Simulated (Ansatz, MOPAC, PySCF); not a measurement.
Lewis adduct: GaH3 (SMILES [GaH3]) (first 4 atoms) with NH3 (SMILES N); geometry from B3LYP-D3(BJ)/def2-TZVP, rigid monomers moved along the line of their centres of mass till Ga1···N5 is 3.92 Å.
(charge 0, multiplicity 1):
```xyz
8

Ga     0.4703    -0.3679     0.7709
H      0.0872    -1.9012     0.8392
H     -0.2810     0.5411    -0.2834
H      1.9285     0.0557     1.2143
N     -1.4459     0.8200     3.9828
H     -2.4392     0.6338     3.8956
H     -1.1017     0.3344     4.8042
H     -1.3200     1.8164     4.1257
```

Interaction energies are E(AB) − E(A) − E(B) at the monomers' geometry in the complex; basis-set methods are counterpoise corrected. Rows marked so take none.

Cores are frozen in the correlated methods. Filled d and f shells under p-block atoms count as core. CBS: X⁻³ extrapolation of the correlation energy, Hartree–Fock from the larger set. Rows in 6-31G* carry no dispersion term and start afresh at each structure (6-31G* with six Cartesian d functions); the Pople sets are all-electron and without relativity. MP2/6-31G* freezes PySCF's default core, which leaves 3d correlated. The state that PM7 reach isn't checked; PM7 holds dispersion and hydrogen-bond terms.

The values were computed with Ansatz (a quantum-chemistry and plane-wave program); MOPAC for PM7 (differences of heats of formation); PySCF for 6-31G* rows, the dispersion terms. Values without a source in brackets are computed.

```csv
level,interaction energy (kcal/mol)
PM7,-1.59
PBE-D4/def2-TZVPPD,-4.43
BP86/6-31G* (no counterpoise),…
wB97M-V/def2-TZVPPD,-4.13
MP2/6-31G* (no counterpoise),…
MP2/aug-cc-pVTZ,-4.30
"MP2/CBS(aug-cc-pVDZ, aug-cc-pVTZ)",-4.31
SCS-MP2/aug-cc-pVTZ,-4.19
CCSD(T)/aug-cc-pVTZ,-4.23
```

Fill in the missing entries.


- BP86/6-31G* (no counterpoise), interaction energy (kcal/mol): -5.85
- MP2/6-31G* (no counterpoise), interaction energy (kcal/mol): -6.16
